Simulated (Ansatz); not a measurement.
Calculated with Ansatz (gas phase, PBE0-D4/def2-TZVP geometries, no zero-point term in ΔE). CCSD(T)/CBS adds triple-zeta CCSD(T) − MP2 to the extrapolated MP2 energy (def2 sets, frozen cores). This one scheme is used for every species. DFT in def2-TZVPP. Elements past krypton have def2 core potentials. For Sn outer-core shells are correlated without core-valence functions, which leaves a few kJ/mol of doubt a bond. One conformer a species, not always the lowest.

`ClC[SiH2][SnH3]` + H₂O → `O[SiH2]CCl` + `[SnH4]`  (formal hydrolysis of the Si–Sn bond)

`ClC[SiH2][SnH3]`:

```xyz
11

Cl    0.530   -2.248   -0.957
C     1.449   -1.053    0.001
Si    0.708    0.667   -0.259
Sn   -1.797    0.608    0.276
H     2.489   -1.104   -0.324
H     1.397   -1.362    1.046
H     1.427    1.620    0.633
H     0.939    1.074   -1.670
H    -2.704   -0.036   -1.014
H    -2.065   -0.348    1.667
H    -2.373    2.183    0.600
```

H₂O:

```xyz
3

O    -0.005   -0.380    0.082
H    -0.407    0.060   -0.670
H     0.413    0.320    0.587
```

`O[SiH2]CCl`:

Z-matrix (Å, degrees):
```
Si
C 1 1.881
O 1 1.642 2 110.3
H 1 1.486 2 107.4 3 -122.7
H 1 1.483 2 109.9 3 116.9
Cl 2 1.793 1 107.6 3 56.2
H 2 1.090 1 112.6 3 -61.7
H 2 1.091 1 112.9 3 174.6
H 3 0.960 1 116.1 2 -53.7
```

`[SnH4]`:

```xyz
5

Sn    0.000    0.000    0.000
H    -1.477    0.094    0.844
H    -0.309   -0.208   -1.663
H     0.903   -1.324    0.580
H     0.883    1.438    0.238
```

```
          species  RPA@PBE/def2-TZVPP energy (Eh)
`ClC[SiH2][SnH3]`                     -1005.05767
              H₂O                       -76.45633
     `O[SiH2]CCl`                      -865.36185
         `[SnH4]`                      -216.17902
```

Question: Work out ΔE.

Answer: ΔE = (-865.36185) + (-216.17902) − (-1005.05767) − (-76.45633) = -0.02687 Eh = -0.73 eV. CCSD(T)/CBS gives -0.62 eV.

Largest T1 diagnostic among the species: 0.013.

From PBE to PBE0 (25 % exact exchange), in def2-TZVPP and without D4, ΔE moves by −0.04 eV. Leaving LDA and LC-ωPBE aside and taking each functional with its dispersion term where it has one, the values, not all of them listed here, spread over 0.31 eV, from B97M-V to PBE-D4. LDA lies −0.05 eV from PBE without D4. In def2-TZVPP, CCSD(T) changes the Hartree–Fock value by +0.27 eV (the triples alone add +0.03 eV) and MP2 by +0.28 eV.
